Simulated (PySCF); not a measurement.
**Ionisation energy of Hf⁶²⁺ by level of theory**

Hf⁶²⁺ [Ne] → Hf⁶³⁺ [He] 2s2 2p5 [2p1/2^2 2p3/2^3, M_J = 3/2], as a difference of total energies. All numbers are calculated (PySCF 2.14, the two-component X2C-1e Hamiltonian, in an uncontracted even-tempered set (17 s from 45 bohr⁻², ratio 2.4; 13 p from 59 bohr⁻², ratio 2.4; 5 d from 210 bohr⁻², ratio 2.6; 4 f from 310 bohr⁻², ratio 2.6)). Correlated levels: nothing frozen; the 30 highest virtual spinors dropped. "Screened" scales the spin-orbit matrix elements by Boettger's factors to mimic the two-electron term; Breit and QED terms are absent.

```json
{"method": "GHF (spin-free)", "ionisation energy (eV)": "15052.3"}
{"method": "GMP2 (spin-free)", "ionisation energy (eV)": "15053.9"}
{"method": "GHF (screened spin-orbit)", "ionisation energy (eV)": "14694.3"}
{"method": "GMP2 (screened spin-orbit)", "ionisation energy (eV)": "14695.9"}
```

For this ion Breit and QED terms and the two-electron picture change, all absent here, outweigh the correlation shift from GHF to GMP2.

The spin-free rows lack the spin-orbit shift.

For comparison: 14678 ± 15 eV (theoretical estimate listed by NIST; NIST Atomic Spectra Database, ionization energies).
